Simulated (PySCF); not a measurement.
**Electron correlation in Au⁺ (gold, charge +1)**

[Xe] 4f14 5d9 6p1, one real determinant (an excited configuration). Computed with PySCF 2.14 in def2-TZVPPD with the def2 core potential (60 electrons) (6s5p3d2f1g, 59 functions), with a scalar-relativistic core potential. Frozen: nothing; 18 electrons correlated.

| level | correlation energy (mhartree) |
| --- | --- |
| CCSD | -479.47 |
| (T) | -14.66 |
| CCSD(T) | -494.13 |

Diagnostics: T1 = 0.011, D1 = 0.0536, largest double amplitude 0.046.

The real determinant used has ⟨L²⟩ near 8 against 12 for a pure F term, so it mixes terms. Spin-orbit coupling, absent here, splits the open shell strongly.

Cost of the coupled-cluster step: roughly 20 core-seconds, for 18 correlated electrons.

The reference is one real determinant that mixes LS terms of this configuration.

The basis has no tight functions for the innermost shells, so their pair energies are far from complete.

This basis was not built for core-valence correlation, so the inner-shell part is incomplete.
